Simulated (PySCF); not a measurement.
CHO, SMILES C#[O+], charge +1. Atoms are numbered in the order given.

```xyz
3

C      0.0000     0.0000     0.5157
O      0.0000     0.0000    -0.5883
H      0.0000     0.0000     1.6126
```
Charge +1, spin multiplicity 1.

Geometry optimised at r2SCAN-D4/def2-TZVPD.

Level of theory: PBE0/pcJ-2 (PySCF).

Isotropic couplings with Fermi-contact, spin-dipole and both spin-orbit terms, one fixed conformer, no vibrational averaging. Isotopes: 13C, 1H.

Task: Estimate the spin–spin coupling constants. (An estimate is asked for; the answer gives what the named calculation found.)

Result: 
```csv
pair,bonds apart,J (Hz)
C1–H3,1,370.3
```
